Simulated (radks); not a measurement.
Initial-state core-level shifts of the nickel ion Ni+ when its valence configuration changes from [Ar] 3d9. Calculated with a radial shooting solver on a logarithmic mesh with Libxc functionals: non-relativistic Kohn-Sham, TPSS, spin-unpolarised, spherical densities, point nucleus; meta-GGA in the generalised Kohn-Sham scheme. Shifts are changes of the shell-averaged eigenvalues in eV (positive: less bound); the change of the density at the nucleus, which sets a Mossbauer isomer shift, is in e/bohr^3, on a base of 1.494e+04.

valence           2s       2p       3s       3p  density at nucleus
3d8 4s1       -6.782   -6.715   -6.126   -5.977              +8.012
3d8.5 4s0.5   -3.167   -3.136   -2.899   -2.830              +3.665
3d7 4p2      -18.113  -17.969  -16.416  -16.070              +3.303
3d7 4s1 4p1  -16.685  -16.538  -14.916  -14.575             +11.273
3d6.5 4p2.5  -23.519  -23.327  -20.990  -20.532              +4.642
3d8.5 4p0.5   -3.931   -3.904   -3.729   -3.663              +0.515
3d6 4s2 4p1  -26.502  -26.258  -22.891  -22.332             +24.380
3d7 4s2      -15.189  -15.039  -13.353  -13.015             +18.830
